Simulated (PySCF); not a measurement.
Sn(H)2(F)(vinyl) (C2H5FSn), SMILES C=[CH][SnH2][F]. Geometry: PBE-D3(BJ)/def2-SVP. The def2 effective core potentials stand for the cores of Sn; spin–orbit coupling is left out. The values are those of a single conformer.

Computed equilibrium geometry at PBE-D3(BJ)/def2-SVP (PySCF confirms it by a frequency run) as Cartesian coordinates in Å (one conformer of several):
```xyz
9

Sn     0.4366     0.1407    -0.1095
F      0.7063     0.3201     1.8333
C     -1.6745    -0.0420    -0.4348
C     -2.2153    -1.2151    -0.8113
H      1.2254    -1.3353    -0.5472
H      1.1535     1.5714    -0.7624
H     -2.3192     0.8424    -0.2885
H     -3.3008    -1.3287    -0.9848
H     -1.6065    -2.1242    -0.9627
```
